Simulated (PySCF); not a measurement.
**From computed data to an observable: oscillator strength and radiative lifetime**

C4H11In, SMILES C[CH2][In]([CH3])[CH3].

The structure is a stationary point at PBE0-D3(BJ)/def2-SVP. The isomer is the one that the SMILES or the coordinates give; other isomers of the formula were not compared. The def2 effective core potentials stand for the cores of In; spin–orbit coupling is left out. One conformer was computed; it need not be the lowest.

TDDFT-ωB97X/def2-SVPD (PySCF 2.14.0) puts the first singlet state with f over 0.02 at 6.19 eV (vertical), with the transition dipole (0.180, 1.026, 0.122) in atomic units.

Task: Find the oscillator strength, the wavelength and the radiative lifetime that this transition would have in vacuum if emission retraced absorption.

Result: 
|μ|² = 1.1000 au, so |μ| = 2.67 D. ΔE = 6.19/27.211 = 0.2275 hartree. f = (2/3) ΔE |μ|² = 0.167 (the program prints 0.167).
λ = 1239.84/6.19 = 200 nm; ν = 49926 cm⁻¹.
Einstein's coefficient A = 0.6670 ν² f s⁻¹ (ν in cm⁻¹) = 2.8e8 s⁻¹, so τ = 1/A = 3.6 ns. This state is S3; the lower singlets have f = 0.000, 0.000. The figure is the radiative limit of this one transition; relaxation, internal conversion, crossing to triplets and a medium change what is measured.
